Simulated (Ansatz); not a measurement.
A search over several starts for the lowest SCF solution of Pb3 at the given spin, in a small basis.

```yaml
crystal:
  periodic: [false, false, false]
  atoms:
    - {symbol: Pb, position_ang: [-1.669793, 1.081859, -0.021367]}
    - {symbol: Pb, position_ang: [-0.261374, -1.518288, -0.273874]}
    - {symbol: Pb, position_ang: [1.931167, 0.436420, 0.295240]}
basis:
  gaussian: {orbitals: def2-SVP}
hamiltonian: {xc: pbe0, dispersion: d4}
output: {orbitals: {seedname: orbitals}}
```

```sh
$ ansatz run in.yaml --threads 4 --pin off --events-out ev --progress --plain --max-ram 3916MiB
```

It prints (some lines left out):

```
Functional definition: PBE0
1041 factors; integrals over basis functions are off by at most 2.9e-4 eV
mean field evaluation 1: about -15745.0842 eV, gradient 1.3e1 eV
mean field evaluation 2: about -15741.4847 eV, gradient 2.9e1 eV
mean field evaluation 4: about -15745.7411 eV, gradient 6.1e0 eV
mean field evaluation 8: about -15745.9718 eV, gradient 9.7e-2 eV
mean field evaluation 16: about -15745.9718 eV, gradient 1.1e-4 eV
mean field -15745.97183873 eV, -578.6537920703 hartree, gradient 4.6e-5 eV, S^2 0.000000; 1 other end points of the search recorded, 0 dependent functions left out
reference -15745.97186094 eV, -578.6537928865 hartree; 33, 33 occupied and 45, 45 virtual orbitals, 1041 factors
Total energy: -15746.09586458 eV, -578.6583499361 hartree
```

Run time 1.4 s (4 threads of Arm Neoverse V1 on a shared host).

In the def2 sets Pb takes a core potential; there is no spin–orbit coupling. A triplet lies near this restricted singlet, and broken spin symmetry wasn't tried. The structure comes from a short search, and lower isomers may exist.
